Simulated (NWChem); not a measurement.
Molecule: vinylidene fluoride (C2H2F2); SMILES FC(=C)F

Computed with NWChem. Pople sets run with spherical d functions. Each level has its own optimisation; frequencies are unscaled.

For level Hartree-Fock/6-31G*:

| Item | Result |
|---|---|
| r C–H (Å) | 1.070 |
| highest harmonic frequency (cm⁻¹) | 3488 |
| lowest (cm⁻¹) | 474 |
| zero-point energy (kcal/mol) | 25.0 |
| dipole (D) | 1.25 |

Problem. Estimate the same quantities for level LDA (Slater exchange, VWN5)/def2-SVP.

Solution. The r C–H (Å) is 1.098. The highest harmonic frequency (cm⁻¹) comes out as 3246. The lowest (cm⁻¹) comes out as 425 and the zero-point energy (kcal/mol) comes out as 22.6. The dipole (D) comes out as 0.85.
